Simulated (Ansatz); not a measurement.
Total energies of `Cc1cc(-c2sc(-c3sc(C#C[Si](C)(C)C)cc3C)cc2C)sc1C#C[Si](C)(C)C` from Ansatz at PBE-D4/def2-SVP, gas phase (1 Eh = 27.2114 eV = 2625.5 kJ/mol). The reference geometry is relaxed at r2SCAN-D4/def2-SVP.

```json
{"state": "charge 0 singlet", "geometry": "reference", "energy (Eh)": "-2741.02505"}
{"state": "charge 1 doublet", "geometry": "reference", "energy (Eh)": "-2740.79874"}
{"state": "charge -1 doublet", "geometry": "reference", "energy (Eh)": "-2741.06627"}
{"state": "free C atom (triplet)", "geometry": "–", "energy (Eh)": "-37.75124"}
{"state": "free S atom (triplet)", "geometry": "–", "energy (Eh)": "-397.80063"}
{"state": "free Si atom (triplet)", "geometry": "–", "energy (Eh)": "-289.12416"}
{"state": "free H atom (doublet)", "geometry": "–", "energy (Eh)": "-0.49863"}
```

Single mean-field runs in def2-SVP are fitted with def2-universal-jkfit.

**Question.** Work out the vertical ionisation energy to the doublet.

**Answer.** E(charge 1 doublet) − E(charge 0 singlet) = -2740.79874 − (-2741.02505) = 0.22631 Eh = 6.16 eV. For comparison, −ε of the highest occupied level is 4.57 eV at this level, 1.59 eV less.

**Question.** Work out the vertical electron affinity, to the doublet.

**Answer.** E(charge 0 singlet) − E(charge -1 doublet) = -2741.02505 − (-2741.06627) = 0.04122 Eh = 1.12 eV. The basis lacks diffuse functions, which makes affinities too small.

**Question.** Give the fundamental gap IE − EA, the Mulliken electronegativity (IE + EA)/2 and the hardness (IE − EA)/2.

**Answer.** From the values in Eh: IE − EA = 0.22631 − 0.04122 = 0.18509 Eh = 5.04 eV; (IE + EA)/2 = 3.64 eV; (IE − EA)/2 = 2.52 eV. The HOMO–LUMO gap of the same run is 1.95 eV, 3.09 eV smaller than the fundamental gap.

**Question.** What is the binding energy per atom against free atoms?

**Answer.** Atoms: 25 × (-37.75124) + 3 × (-397.80063) + 2 × (-289.12416) + 30 × (-0.49863) = -2730.39011 Eh. Binding: -2730.39011 − (-2741.02505) = 10.63494 Eh = 289.39 eV, or 4.82 eV for each of 60 atoms (no zero-point energy, no counterpoise term).

At PBE-D4/def2-SVP the highest occupied level of the charge -1 doublet lies above zero (up to 0.46 eV). By energy differences its removal costs 1.12 eV (vertical, to the charge 0 singlet, at PBE-D4/def2-SVP); self-interaction error and the lack of diffuse functions both raise the level.
